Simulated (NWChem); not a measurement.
System: C$_{2}$H$_{2}$FI; SMILES FC(I)=C

```xyz
6

C     -1.2162     2.0094     0.0000
C     -0.0870     1.3122     0.0000
F      1.1034     1.8813     0.0000
I      0.0233    -0.7826     0.0000
H     -2.1852     1.5138     0.0000
H     -1.1633     3.1011     0.0000
```
Atoms are numbered in this order, from 1.

Computed with NWChem. Geometry: optimised at PBE0/def2-SVP. def2 effective core potentials on I; no spin-orbit coupling. Ions are spin-unrestricted doublets at the neutral geometry; other ion states weren't tried.

Q: What does the run give for PBE/def2-SVP? Quantities: vertical ionisation energy, ΔSCF (eV); −ε(HOMO) (eV).

A: 
| Quantity | Result |
|---|---|
| vertical ionisation energy, ΔSCF (eV) | 9.15 |
| −ε(HOMO) (eV) | 6.04 |
